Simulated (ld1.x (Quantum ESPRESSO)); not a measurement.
**What one change does to a pseudopotential (Hf, ultrasoft)**

```
Element                 : hafnium (Hf)
Generator               : ld1.x (Quantum ESPRESSO) 7.5
Type                    : ultrasoft
Functional              : BLYP
Relativity              : fully relativistic
Frozen core             : [Xe] 4f14
Valence charge          : 4
Reference configuration : 5d2 6s1.5 6p0.5
Partial waves           : 6s (bound): rcut 2.00, rcutus 2.70 bohr; 6s channel at 1.1 Ry: rcut 2.00, rcutus 2.70 bohr; 6p (bound): rcut 2.50, rcutus 3.30 bohr; 6p channel at 0.45 Ry: rcut 2.50, rcutus 3.30 bohr; 5d (bound): rcut 2.45, rcutus 2.95 bohr; 5d channel at 0.2 Ry: rcut 2.45, rcutus 2.95 bohr
Local potential         : all-electron potential smoothed inside 2.05 bohr (lloc = -2)
Core correction         : none
Augmentation charge     : built from norm-conserving waves at rcut, not smoothed further
```

Open shells are filled in proportion to 2j + 1 (rel_dist='average').

All-electron outer shells of the reference configuration (BLYP, scalar-relativistic, ld1.x):

```
shell  level (eV)  outermost node (bohr)  outermost maximum (bohr)
   5p      -36.11                   0.60                      1.16
   4f      -17.33                      –                      0.45
   6s       -5.47                   1.37                      2.85
   5d       -3.18                   0.67                      1.69
   6p       -1.62                   1.66                      4.05
```

Change: waves 6p (bound): rcut 2.50, rcutus 4.50 bohr; 6p channel at 0.45 Ry: rcut 2.50, rcutus 4.50 bohr.

Cutoffs: the cutoffs (Ry, on a coarse ladder) from which the occupation-weighted sum of valence levels, in a spherical-Bessel basis at the reference potential, stays within 10 and 1 mRy of its value at 400 Ry; they do not see the model core or the augmentation charge, which bear on the density cutoff. Errors are all-electron minus pseudo energies relative to the spin-unpolarised reference configuration.

Q: How do hardness, ghosts and transferability respond?

A: Both files are so soft that the ladder of cutoffs tells neither apart; the number of tests that count goes from 6 to 7; the errors of the 6 common tests hardly move; neither file shows a bound ghost at the reference potential, the only one tested.

| quantity | base | changed |
| --- | --- | --- |
| cutoff, loose | 10 Ry | 10 Ry |
| cutoff, tight | 12 Ry | 12 Ry |
| bound ghosts | none | none |
| tests counted (converged, no solver errors) | 6 of 7 | 7 of 7 |
| error for 5d2 6s2 6p0, meV [ΔE -1.87 eV] | +11 | +11 |
| error for 5d2 6s1 6p0, meV [ΔE 6.04 eV] | +32 | +32 |
| error for 5d2 6s0 6p0, meV [ΔE 20.31 eV] | +273 | +273 |
| error for 5d2 6s0 6p1, meV [ΔE 10.72 eV] | +146 | +148 |
| error for 5d3 6s0 6p0, meV [ΔE 8.13 eV] | +221 | +221 |
| error for 5d2 6s0 6p2, meV [ΔE 6.03 eV] | +114 | +117 |
| lowest overlap eigenvalue by channel | s 0.59, p1/2 0.49, p3/2 0.69, d3/2 1.00, d5/2 1.00 | s 0.59, p1/2 0.40, p3/2 0.44, d3/2 1.00, d5/2 1.00 |

Base: Tests not counted: 5d1 6s2 6p1 (solver errors, printed error -814 meV). ld1.x printed “convergence not achieved” for 2 of the counted tests; their residual had stalled under 1e-8, short of the target of 1e-14. Changed file: ld1.x printed “convergence not achieved” for 3 of the counted tests; their residual had stalled under 1e-8, short of the target of 1e-14.
